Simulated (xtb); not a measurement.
Br2Hg, singlet, at a GFN2-xTB geometry (such geometries of metal compounds can be far from the true shape). Base run: xtb with GFN2-xTB.

Here is a job for xtb.
```
$ xtb mol.xyz --gfn 2 --json

# file mol.xyz
3

Hg     0.00000000     0.00000000     0.00000000
Br     0.00000000     0.00000000     2.42322459
Br    -0.00000000    -0.00000000    -2.42322459
```

The base run was repeated with changes; each row names its change, and settings that it needs were set with it.

| change | ΔE vs base (mEh) | HOMO-LUMO gap (eV) | SCF cycles |
|---|---|---|---|
| base | 0.000 | 4.43 | 10 |
| acc = 0.0001 | 0.000 | 4.43 | 13 |
| gbsa = acetonitrile | -9.208 | 4.45 | 10 |
| etemp = 10000 | [?] | [?] | 10 |
| etemp = 5000 | -0.645 | 4.44 | 10 |
| file = coord | 0.000 | 4.43 | 10 |

### Question
Complete the blanks.

### Answer

- etemp = 10000, ΔE vs base (mEh): -18.075
- etemp = 10000, HOMO-LUMO gap (eV): 4.49

ALPB and GBSA are two models with their own fitted parameters for each solvent, which aren't always the measured dielectric constant.
